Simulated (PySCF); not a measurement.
C₂H₁₂N₂Si₂, SMILES C[Si@H](CN)N[SiH3].

Coordinates come from a B3LYP-D3(BJ)/def2-SVP optimisation. The structure was generated by enumeration; whether it is a known compound was not checked. The values are those of a single conformer.

Two levels are set side by side: TDA-PBE/def2-SVPD (PySCF) and TDA-LC-ωPBE/def2-SVPD (PySCF). Vertical, same geometry. The lowest singlet is HOMO→LUMO 100 % with PBE and HOMO→LUMO 39 %, HOMO→LUMO+3 13 %, HOMO−1→LUMO 10 %, HOMO→LUMO+2 10 % with the other functional; states are paired by order. Differences are taken from unrounded values.

```csv
quantity,TDA-LC-ωPBE
lowest singlet excitation (eV),6.76
lowest triplet excitation (TDA) (eV),6.37
```

Q: What does TDA-PBE give, and how far is it from TDA-LC-ωPBE? (Estimate from the structure and the level; the computed values follow.)

A: 
```csv
quantity,TDA-PBE,TDA-PBE minus TDA-LC-ωPBE
lowest singlet excitation (eV),4.71,-2.05
lowest triplet excitation (TDA) (eV),4.65,-1.72
```

A lower first singlet is the usual sign of a functional without exact exchange. Differences between two approximate levels are no errors against the true value.

Rough cost on one machine, each run with all the roots and properties that it gave: TDA-LC-ωPBE against TDA-PBE about 4 times.
